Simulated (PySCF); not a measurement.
Input for PySCF: R-B3LYP/6-311+G** on CH7AlO (a complex), monomers drawn apart or pushed together.

```python
from pyscf import gto, scf, dft, mp
from pyscf.data.elements import chemcore

mol = gto.M(
    atom='''
    Al   -0.93399048   -0.20950248    0.66319500
    H    -1.00403283   -1.79703820    0.73833161
    H    -0.19991915    0.49795950   -0.56239399
    H    -2.12697173    0.59237235    1.36059115
    C     0.72579752   -0.04909293    4.06224855
    O     0.95886853    0.19866747    2.65679357
    H     1.67232794   -0.00803225    4.59821171
    H     0.30863786   -1.05028064    4.12357392
    H     0.01513136    0.67350522    4.46173101
    H     1.40041109    1.04562427    2.52065270
    ''',
    basis='6-311+g**',
    charge=0, spin=0, verbose=3, max_memory=1800)
mf = dft.RKS(mol, xc='b3lyp')
mf.conv_tol = 1e-8
mf.max_cycle = 100
mf.kernel()
if not mf.converged:
    mf = mf.newton().run(mf.mo_coeff, mf.mo_occ)
```

It printed:

```
converged SCF energy = -360.007973990311
```

The run converged.

Cost: about 7 core-seconds (a rough figure).
